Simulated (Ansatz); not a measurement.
Species: H₉ClSi₄, SMILES `[SiH3][Si]([SiH3])([SiH3])Cl` (charge 0, multiplicity 1).

Problem. Give a relaxed geometry from B3LYP-D3(BJ)/def2-TZVP run with Ansatz (an electronic-structure program).

Solution. the end point of this relaxation (outside a Z-matrix the atoms follow the SMILES, hydrogens last).
Z-matrix (Å, degrees):
```
Si
Cl 1 2.1006
Si 1 2.3440 2 107.57
H 3 1.4818 1 110.16 2 -60.40
H 3 1.4818 4 109.41 1 -121.24
H 3 1.4840 4 109.13 5 -119.34
Si 1 2.3440 2 107.57 3 -120.00
H 7 1.4818 1 110.16 2 60.40
H 7 1.4818 8 109.41 1 121.24
H 7 1.4840 8 109.13 9 119.34
Si 1 2.3440 2 107.57 7 -120.00
H 11 1.4818 1 110.15 2 60.39
H 11 1.4818 12 109.42 1 121.23
H 11 1.4840 12 109.13 13 119.34
```
